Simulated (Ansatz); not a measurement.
Reaction: C3H6O (oxetane, SMILES C1COC1) → C3H6O (SMILES C=CCO)
Each species at its own B3LYP-D3(BJ)/def2-TZVP minimum (Ansatz, an electronic-structure program), one conformer.

Property: isomerisation energy (electronic), in kJ/mol. Open shells are spin-unrestricted; no spin-orbit coupling. CBS(X,Y): correlation extrapolated as X^-3, Hartree-Fock from the larger set. A bracket is a step between two methods taken in the basis named. Functionals run without relativity, which enters their misses. Double hybrids freeze cores in their MP2 part. 'core' is core correlation in cc-pwCVTZ, 'X2C' scalar relativity in cc-pVTZ-DK, both at CCSD(T).

CCSD(T)/CBS(cc-pVTZ,cc-pVQZ) + [CCSDT(Q) - CCSD(T)]/cc-pVDZ + core + X2C (Ansatz) gives -45.0 kJ/mol.

**Question.** How far off this value is PBE/def2-TZVPD (Ansatz), in which direction, and which of these levels come nearer: r2SCAN/def2-TZVPD, B3LYP/def2-TZVPD, PBE0/def2-TZVPD, wB97M-V/def2-TZVPD, B2PLYP/def2-TZVPD, CCSD(T)/CBS(cc-pVTZ,cc-pVQZ) + core + X2C?

**Answer.** PBE gives -33.8 kJ/mol, 11.2 kJ/mol above it. Differences of the others: r2SCAN/def2-TZVPD (Ansatz) 7.3; B3LYP/def2-TZVPD (Ansatz) -2.3; PBE0/def2-TZVPD (Ansatz) 16.6; wB97M-V/def2-TZVPD (Ansatz) 9.7; B2PLYP/def2-TZVPD (Ansatz) -0.1; CCSD(T)/CBS(cc-pVTZ,cc-pVQZ) + core + X2C (Ansatz) 0.4 kJ/mol. Nearer than PBE: r2SCAN/def2-TZVPD, B3LYP/def2-TZVPD, wB97M-V/def2-TZVPD, B2PLYP/def2-TZVPD, CCSD(T)/CBS(cc-pVTZ,cc-pVQZ) + core + X2C.
